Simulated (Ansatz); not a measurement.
C$_{2}$H$_{5}$I, charge -1, doublet, at the geometry of the source list (a state made from the parent by changing its charge; the spin is typed, not shown lowest) (all electrons, no relativity) (a gas-phase anion, which may not be bound at this level). Base run: PBE0/STO-3G in Ansatz (an electronic-structure program).

Ansatz was given this input:
Ansatz 0.2 input:
```yaml
crystal:
  periodic: [false, false, false]
  atoms:
    - {symbol: C, position_ang: [-0.77360000, 0.27010000, 0.08430000]}
    - {symbol: C, position_ang: [0.54870000, -0.42420000, -0.14430000]}
    - {symbol: I, position_ang: [2.22910000, 0.84980000, 0.34860000]}
    - {symbol: H, position_ang: [-0.88870000, 0.55950000, 1.12690000]}
    - {symbol: H, position_ang: [-1.58520000, -0.40850000, -0.17680000]}
    - {symbol: H, position_ang: [-0.85900000, 1.16230000, -0.53280000]}
    - {symbol: H, position_ang: [0.64940000, -1.30750000, 0.48120000]}
    - {symbol: H, position_ang: [0.67930000, -0.70150000, -1.18710000]}
basis:
  gaussian:
    orbitals: STO-3G
hamiltonian:
  xc: pbe0
total_charge: -1
magnetization: {spin_polarized: true, initial_magnetization: 1}
```

The bond that is stretched is that between atoms 4 and 1. A test that says stable can miss a lower solution.

The base run was repeated with changes; each row names its change, and settings that it needs were set with it.

```csv
change,ΔE vs base (mEh),<S^2>,stability test says
base,0.000,0.752,minimum
spin_polarized = on; lower_state_search = off,0.000,0.752,undecided (no full test)
spin_polarized = on; lower_state_search = standard,0.000,0.752,minimum
bond × 1.25,31.395,0.752,minimum
spin_polarized = on; lower_state_search = off; bond × 1.25,31.395,0.752,undecided (no full test)
spin_polarized = on; lower_state_search = standard; bond × 1.25,31.395,0.752,minimum
bond × 1.5,75.543,0.756,minimum
spin_polarized = on; lower_state_search = off; bond × 1.5,75.543,0.756,undecided (no full test)
spin_polarized = on; lower_state_search = standard; bond × 1.5,75.543,0.756,minimum
bond × 1.8,99.446,0.766,minimum
spin_polarized = on; lower_state_search = off; bond × 1.8,99.446,0.766,undecided (no full test)
spin_polarized = on; lower_state_search = standard; bond × 1.8,99.446,0.766,minimum
bond × 2.2,113.7,0.750,minimum
spin_polarized = on; lower_state_search = off; bond × 2.2,113.7,0.750,undecided (no full test)
spin_polarized = on; lower_state_search = standard; bond × 2.2,113.7,0.750,minimum
bond × 3.0,131.2,0.767,minimum
spin_polarized = on; lower_state_search = off; bond × 3.0,131.2,0.767,undecided (no full test)
spin_polarized = on; lower_state_search = standard; bond × 3.0,131.2,0.767,minimum
```

A gas-phase anion may not be bound at this level; its values then depend on the basis.

On stretching, the SCF can end on different states; <S^2> shows the spin contamination of each.
